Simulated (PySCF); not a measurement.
Si(H)3(OH) (H4OSi), SMILES O[SiH3].

Coordinates come from a B3LYP-D3(BJ)/def2-TZVP optimisation.

These are HF/def2-TZVPD in PySCF values and carry that method's errors.

Gas-phase values at a fixed geometry.

| Item | Value |
|---|---|
| total energy | -366.20924 hartree |
| point group | Cs |
| highest occupied level | -12.47 eV |
| lowest empty level | 1.56 eV |
| orbital gap | 14.03 eV |
| dipole moment | 1.39 D |
| quadrupole, principal values (traceless, Buckingham form, about the centre of nuclear charge) | -3.78, -1.57, 5.35 D·Å |
| mean static polarisability | 30.4 bohr³ (4.50 Å³) |
| polarisability, principal values | 30.0, 30.1, 31.0 bohr³ |
